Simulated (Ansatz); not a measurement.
Geometry optimisation, Ansatz, DFT PBE, scalar-relativistic, plane waves, PAW.

The input (input.yaml):

```yaml
crystal:
  lattice:
    - [5.43058, 0.0, 0.0]
    - [2.71529, 4.70302, 0.0]
    - [0.0, 0.0, 15.43405]
  atoms:
    - { symbol: Ir, position: [0.16666666, 0.16666668, 0.06479181] }
    - { symbol: Ir, position: [0.66666667, 0.16666668, 0.06479181] }
    - { symbol: Ir, position: [0.16666665, 0.66666671, 0.06479181] }
    - { symbol: Ir, position: [0.66666666, 0.66666671, 0.06479181] }
    - { symbol: Ir, position: [-0.16666668, 0.33333336, 0.20843687] }
    - { symbol: Ir, position: [0.33333333, 0.33333336, 0.20843687] }
    - { symbol: Ir, position: [-0.16666669, 0.83333339, 0.20843687] }
    - { symbol: Ir, position: [0.33333332, 0.83333339, 0.20843687] }
    - { symbol: Ir, position: [0.0, 0.0, 0.35208193] }
    - { symbol: Ir, position: [0.50000001, 0.0, 0.35208193] }
    - { symbol: Ir, position: [-1.0e-08, 0.50000003, 0.35208193] }
    - { symbol: Ir, position: [0.49999999, 0.50000003, 0.35208193] }
    - { symbol: B, position: [0.33333332, 0.83333339, 0.462228] }
basis:
  ecutwfc: 420.0
kpoints:
  mp_grid: { grid: [4, 4, 1] }
hamiltonian:
  xc: pbe
scf:
  occupations: { method: gaussian, width: 0.05 }
  lower_state_search: "off"
relax:
  f_tol: 0.03
  max_steps: 60
  adjacent_minimum: "off"
  constraints: [{ sites: [0, 1, 2, 3] }]
output:
  write_density: true
  write_potential: true
  elf: true
  volumetric_format: npy
```

Run as:

```bash
$ ansatz run input.yaml --threads 4 --pin off --max-ram 10240MiB --backend cpu --events-out ev --progress --plain --runs-dir out
```

Problem. Where does it end, and by what steps?

Solution. The forces met the threshold. Limits of this set-up: coarse k mesh, thin slab, slab without dipole correction, odd electron count without spin. After 5 steps the energy has fallen by 1.193 eV; B13 moved furthest, 0.46 Å.

```csv
step,energy less start (eV),largest force component (eV/Å),accepted
0,0.0000,3.870,yes
1,-0.8190,2.727,yes
2,-1.1445,0.706,yes
3,-1.1408,0.362,no
4,-1.1919,0.101,yes
5,-1.1925,0.009,yes
```

```xyz
13
Lattice="5.4306 0.0000 0.0000 2.7153 4.7030 0.0000 0.0000 0.0000 15.4340" Properties=species:S:1:pos:R:3
Ir 1.358 0.784 1.000
Ir 4.073 0.784 1.000
Ir 2.715 3.135 1.000
Ir 5.431 3.135 1.000
Ir 0.005 1.571 3.207
Ir 2.710 1.571 3.207
Ir 1.358 3.913 3.207
Ir 4.073 3.919 3.158
Ir -0.047 0.027 5.465
Ir 2.762 0.027 5.465
Ir 1.358 2.352 5.372
Ir 4.073 2.297 5.465
B 4.073 3.919 6.671
```

The run took 24 s on 4 threads of Intel(R) Xeon(R) Platinum 8488C (Sapphire Rapids), on a shared host, peak memory 1.3 GiB.
